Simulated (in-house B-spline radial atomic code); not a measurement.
# Ionising Cu⁵⁺ with different functionals

Computed with an all-electron radial atomic-structure program (B-spline basis): scalar-relativistic (spin-free X2C) Hamiltonian, Fermi nucleus of rms radius 3.8823 fm, spin-polarised at highest spin, spherical fractional occupations for the functionals, the average over the highest-spin determinants for Hartree-Fock. The ionisation energy is the difference of two self-consistent energies, [Ar] 3d6 → [Ar] 3d5, without Breit or QED terms; ε is the level of the shell that loses the electron (its least bound occupied spin orbital).

Hybrids are left out here: with spherical fractional occupations of an open shell their exact exchange keeps a self-interaction that integer-occupation calculations don't have.

| method | rung | ΔSCF (eV) | -ε(3d) (eV) |
| --- | --- | --- | --- |
| Hartree-Fock | Hartree-Fock | ? | ? |
| LDA VWN5 | LDA | 104.94 | 92.49 |
| LDA PW92 | LDA | 104.93 | 92.48 |
| LDA exchange-only | LDA | 102.44 | 90.10 |
| PBE | GGA | 104.45 | 92.02 |
| PBEsol | GGA | 104.41 | 91.99 |
| BLYP | GGA | 104.46 | 92.01 |
| RPBE | GGA | 104.31 | 91.89 |
| PW91 | GGA | 104.65 | 92.21 |
| BP86 | GGA | 104.62 | 92.17 |
| AM05 | GGA | 104.45 | 92.02 |
| OLYP | GGA | 104.50 | 92.10 |
| TPSS | meta-GGA | ? | ? |
| SCAN | meta-GGA | 103.09 | 90.98 |
| r2SCAN | meta-GGA | 103.19 | 91.08 |
| revTPSS | meta-GGA | 103.79 | 91.47 |

Question: What does Hartree-Fock give?

Answer: ΔSCF 101.80 eV, and -ε(3d) = 104.50 eV.

Question: What does TPSS give?

Answer: ΔSCF 104.11 eV, and -ε(3d) = 91.74 eV.

Question: How do they compare with the NIST value?

Answer: NIST lists 103 eV ± 1 (semi-empirical, ground level to ground level). Errors run from -1.20 to +1.94 eV; all lie within about twice that uncertainty, so the table can't rank the methods. Hartree-Fock also lacks correlation.
